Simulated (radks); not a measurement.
The sulfur anion S- inside a hard spherical wall (all orbitals vanish at R), configuration held at [Ne] 3s2 3p5 and not refilled when levels cross. All-electron calculation, scalar-relativistic Kohn-Sham, PBEsol, spin-polarised, spherical densities, finite nucleus; open shells are filled with parallel spins first; Fermi nuclear charge, rms radius 3.2611 fm. Program: a radial shooting solver on a logarithmic mesh with Libxc functionals. Eigenvalues in eV for spin up, with the zero of energy where the potential of the charges vanishes at infinity; a dash marks a level that is unbound or too diffuse for the functional's potential to be trusted. A positive occupied level is held by the wall or, in an anion where self-interaction has pushed it up, behind a barrier. The pressure on the wall is -dE/dV.

| R (bohr) | E (hartree) | kinetic (hartree) | e(2s) | e(2p) | e(3s) | e(3p) | e(4s, empty) | e(4p, empty) | pressure (GPa) |
|---|---|---|---|---|---|---|---|---|---|
| 15 | -398.51747 | 399.937 | -202.48 | -147.57 | -9.299 | 0.462 | 3.051 | 3.549 | 0.000454 |
| 12 | -398.51712 | 399.938 | -202.42 | -147.51 | -9.242 | 0.514 | 3.774 | 4.659 | 0.00425 |
| 10 | -398.51598 | 399.945 | -202.29 | -147.38 | -9.127 | 0.618 | 4.631 | 6.001 | 0.0255 |
| 4 | -398.10104 | 401.680 | -192.70 | -137.72 | -2.410 | 7.879 | 30.902 | 38.394 | 79.9 |
| 3 | -396.79460 | 406.136 | -178.33 | -123.16 | 8.210 | 20.126 | 70.253 | 80.115 | 691 |
| 2.5 | -394.65187 | 412.442 | -163.40 | -107.94 | 21.796 | 35.461 | 117.86 | 128.17 | 2460 |
| 1.5 | -371.04888 | 468.470 | -89.598 | -31.156 | 144.29 | 161.28 | 470.22 | 459.42 | 66600 |
